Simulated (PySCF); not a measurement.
PySCF input:

```python
from pyscf import gto, scf, dft

mol = gto.M(
    atom='''
    B     0.76089046    0.10061924    0.00637154
    C    -0.67712499   -0.08954219   -0.00567010
    H     1.53824431   -0.77249955   -0.35005774
    H     1.27861662    1.14499785    0.37364555
    H    -1.16512551   -1.01227838   -0.32891878
    H    -1.39343780    0.67393705    0.30749390
    ''',
    basis='def2-tzvpd',
    charge=-1,
    spin=0,
    verbose=4,
)

mf = dft.RKS(mol, xc='m06l').density_fit(auxbasis='def2-universal-jkfit')
mf.grids.level = 4
mf.conv_tol = 1e-9
mf.max_cycle = 100
mf.max_memory = 1500
mf.kernel()
if not mf.converged:
    mf = mf.newton()
    mf.kernel(mf.make_rdm1())
mf.analyze()
```

Which total energy does the run end on?

-65.35886 Eh (M06-L/def2-TZVPD).

It need not be the lowest isomer of its formula. Whether it binds its extra electron was not tested at this geometry.
